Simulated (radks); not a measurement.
The arsenic ion As3+, [Ar] 3d10 4s2. Method: non-relativistic Kohn-Sham, exchange-only LDA, spin-polarised, spherical densities, point nucleus; computed with a radial shooting solver on a logarithmic mesh with Libxc functionals. Every spin shell is full or empty, so the densities are truly spherical. Functionals are evaluated on that one density, not self-consistently. Rank these orbital-free kinetic functionals by their error against the exact value of the orbitals, and give that value: Thomas-Fermi, von Weizsacker, TF + vW, Perdew 92, Thakkar, Pearson, LKT, DePristo-Kress, Ernzerhof.

Answer. Exact: 2227.67 hartree. From best to worst, with 100 (|E| - |E exact|)/|E exact| (equal figures are ties): DePristo-Kress -0.14, Ernzerhof -0.44, Thakkar -0.52, Perdew 92 -0.79, Pearson -1.18, Thomas-Fermi -6.11, LKT +22.52, TF + vW +41.68, von Weizsacker -52.21.
